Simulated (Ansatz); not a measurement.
Two isomers of CH6OSSi2: A = `C1O[SiH2][SiH2]S1`, B = `[SiH3]OC1[SiH2]S1`.

Computed with Ansatz on PBE0-D4/def2-TZVP structures; ΔE is electronic, products minus reactants. CCSD(T)/CBS adds triple-zeta CCSD(T) − MP2 to the extrapolated MP2 energy (def2 sets, frozen cores). Functionals use def2-TZVPP. B3LYP here is the variant with VWN-RPA as its local correlation; programs differ in this. Each species was taken in one conformer, which may not be the lowest.

Which is lower in electronic energy at CCSD(T)/CBS, and by how much? (Best estimate.)

Computed: A, by 97.8 kJ/mol.

Give E(B) − E(A) in kJ/mol with B3LYP, B2PLYP, PBE0-D4, r2SCAN-D4, PBE-D4, B3LYP-D4, CCSD/def2-TZVPP. (Best estimate.)

Computed: B3LYP 93.8, B2PLYP 93.4, PBE0-D4 107.5, r2SCAN-D4 98.9, PBE-D4 103.1, B3LYP-D4 98.2, CCSD/def2-TZVPP 97.9. None reverses the order clearly.

Largest T1 diagnostic: 0.014.

The D4 term adds +4.4 kJ/mol with B3LYP and +2.0 kJ/mol with PBE0; it sums over pairs of atoms, weighted by their polarisabilities, and B3LYP, whose exchange is more repulsive, gets the larger term. From PBE to PBE0 (25 % exact exchange), in def2-TZVPP and without D4, E(B) − E(A) moves by +4.9 kJ/mol.
